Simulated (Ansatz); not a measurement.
Cartesian coordinates (Å):
SMILES: [NH2][Al][F]
```xyz
5

N     -0.6938    -0.0291     0.0016
Al     0.9296    -0.7161    -0.0103
F      2.1987     0.3483    -0.0027
H     -1.5465    -0.5638    -0.0009
H     -0.8879     0.9607     0.0121
```
Charge 0, spin multiplicity 2.

All values below come from frozen-core CCSD(T)/cc-pVTZ // CAM-B3LYP-D3(BJ)/def2-TZVP run with Ansatz (a program for electronic structure).

```json
{
 "HF energy": "-397.12890 Ha",
 "MP2 correlation energy": "-0.52599 Ha"
}
```

**Question.** Estimate the CCSD correlation energy, the (T) correction, the total energy and the T1 diagnostic.

**Answer.** 
The CCSD correlation energy comes out as -0.53507 Ha and the (T) correction is -0.01776 Ha. The CCSD(T) total energy comes out as -397.68173 Ha and the T1 diagnostic is 0.014.
